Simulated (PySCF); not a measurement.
**EPR parameters of C6H6FO**

Species: C6H6FO (doublet state).
Geometry (GFN2-xTB, Å), atoms numbered from 1 in this order:
```
atom  x, y, z in Å
C1     2.424   -0.504   -0.945
C2     1.275   -0.069   -0.356
C3     1.029    1.029    0.501
C4    -0.331    1.004    0.806
C5    -0.863   -0.079    0.146
C6    -2.251   -0.615    0.088
F7    -3.094    0.150    0.847
O8     0.088   -0.734   -0.557
H9     2.424   -1.371   -1.575
H10    3.345    0.020   -0.783
H11    1.763    1.731    0.837
H12   -0.877    1.682    1.430
H13   -2.637   -0.605   -0.941
H14   -2.297   -1.640    0.480
```

The hyperfine couplings belong to this conformer and change with its torsions.

Identity: `c1([CH2])oc(CF)cc1` [radical].

Level of theory: UKS B3LYP, pcH-1 on C F H O, non-relativistic, mean-field spin-orbit, GIAO in PySCF 2.14.0. One conformer (not necessarily the lowest) at the GFN2-xTB geometry, without solvent, vibrations or thermal averaging. Couplings are sensitive to structure, and on GFN2-xTB geometries they can be far from those on DFT ones. No stability test was run, so a lower SCF solution isn't excluded. ⟨S²⟩ is 0.777 where a pure state has 0.75.

* g1, g2, g3: 2.00215, 2.00273, 2.00324
* g_iso: 2.00271
* Form of g: rhombic: the two nearest values differ by 46 % of g3 − g1
* ⟨S²⟩: 0.7768 (exact 0.7500)
* α and β electrons: 30, 29

Isotropic coupling and dipolar principal values T1 to T3, in 10⁻⁴ cm⁻¹; ρ(0) is the spin density at the nucleus (1 × 10⁻⁴ cm⁻¹ = 2.998 MHz):

```tsv
atom	isotope	a_iso	T1	T2	T3	Mulliken spin population	ρ(0) (bohr⁻³)
C1	13C	16.3	-16.0	-15.7	31.7	0.64	0.0433
C2	13C	-14.1	-7.9	3.2	4.8	-0.20	-0.0375
C3	13C	11.9	-10.7	-10.6	21.3	0.40	0.0317
C4	13C	-8.9	-4.9	2.3	2.6	-0.13	-0.0237
C5	13C	11.0	-10.5	-10.0	20.5	0.33	0.0294
C6	13C	-5.0	-0.2	-0.1	0.3	-0.03	-0.0135
F7	19F	-1.1	-0.8	-0.7	1.5	0.00	-0.0008
O8	17O	-1.2	-4.4	1.9	2.6	0.03	0.0058
H9	1H	-12.8	-7.6	-0.1	7.7	-0.03	-0.0086
H10	1H	-12.5	-7.2	-0.3	7.5	-0.03	-0.0084
H11	1H	-8.9	-4.8	-0.4	5.2	-0.02	-0.0060
H12	1H	1.8	-1.0	0.1	0.9	0.00	0.0012
H13	1H	12.9	-0.7	-0.6	1.2	0.02	0.0087
H14	1H	12.9	-0.7	-0.6	1.2	0.02	0.0087
```

Largest spin populations (Mulliken): C1 (+0.64), C3 (+0.40), C5 (+0.33) and C2 (-0.20). Three atoms exceed +0.15. The positive populations add up to 1.43 and the negative ones to -0.43, together 2S = 1. The angles at C1 add up to 360.0°, so it is planar.

Axes: g2 points within 5° of the C5–O8 bond and g3 points within 5° of the C3–H11 bond.

Under fast tumbling the dipolar parts average out, and these isotropic splittings remain: 2 × 1H (H13/H14, I = 1/2, 3 lines) with 1.38 mT, 1 × 1H (H9, I = 1/2, 2 lines) with 1.37 mT, 1 × 1H (H10, I = 1/2, 2 lines) with 1.34 mT, 1 × 1H (H11, I = 1/2, 2 lines) with 0.96 mT, 1 × 1H (H12, I = 1/2, 2 lines) with 0.20 mT and 1 × 19F (F7, I = 1/2, 2 lines) with 0.12 mT.

Class means assume fast exchange of nuclei equivalent by connectivity; if that motion is slow, each nucleus keeps its own coupling. H9 and H10 aren't averaged: C1 is flat or nearly so (angle sum 360°), and its turn about the short C1–C2 bond (1.36 Å) is taken as slow.

The 13C coupling of C1 (48.7 MHz) shows only in satellite lines or after enrichment, since that isotope makes up about 1.07 % of natural carbon.

β density exceeds α density at some nuclei, such as C2 (-0.0375), C4 (-0.0237) and C6 (-0.0135), spin density in bohr⁻³. In a single determinant that takes different orbitals for the two spins, that is spin polarisation.
